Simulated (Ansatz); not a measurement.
Ti₂O₂⁻. Charge -1, multiplicity 2. Geometry PBE-D4/def2-SVP, that of the neutral singlet; atoms count from 1.

```xyz
4

Ti    0.185    0.319    1.044
Ti    0.227   -0.712   -0.816
O    -1.221   -0.619    0.314
O     0.808    1.013   -0.542
```

The charge -1 doublet is spin-contaminated (final ⟨S²⟩ up to 1.31, 0.75 for a pure state). The highest occupied level of the charge -1 doublet lies above zero (up to 0.37 eV). Its loss leaves the charge 0 singlet, which lies 0.90 eV higher (vertical, at PBE0-D4/def2-TZVPD), but this difference is unsure: the singlet is doubtful (at the level of its geometry, restricted singlet, unstable towards broken spin symmetry at other levels and untested here). The structure comes from a short search, and lower isomers may exist.

(1) Estimate the Mulliken populations from the PBE0/def2-TZVPD orbitals of Ansatz.

(2) Where does the spin sit?

(3) And the Mayer bond orders between bonded heavy atoms (over 0.3)?

Results:

(1) 
```json
{"atom": "Ti1", "charge (e)": "0.42", "spin (α − β)": "1.21", "d electrons": "2.35"}
{"atom": "Ti2", "charge (e)": "0.37", "spin (α − β)": "-0.19", "d electrons": "2.32"}
{"atom": "O3", "charge (e)": "-0.89", "spin (α − β)": "-0.01", "d electrons": "–"}
{"atom": "O4", "charge (e)": "-0.89", "spin (α − β)": "-0.01", "d electrons": "–"}
```
Mulliken values and Mayer orders depend strongly on the basis. With diffuse functions, as here, like atoms can get unlike values, and bond orders can come out too low or too high.

(2) Summed by element: Ti 1.02, O -0.02, of 1 unpaired in all. Largest on single atoms: Ti1 1.21, Ti2 -0.19, O4 -0.01.

(3) Ti1–Ti2 1.90 (2.13 Å); Ti1–O3 0.75 (1.84 Å); Ti1–O4 0.75 (1.84 Å); Ti2–O3 0.72 (1.84 Å); Ti2–O4 0.72 (1.84 Å).
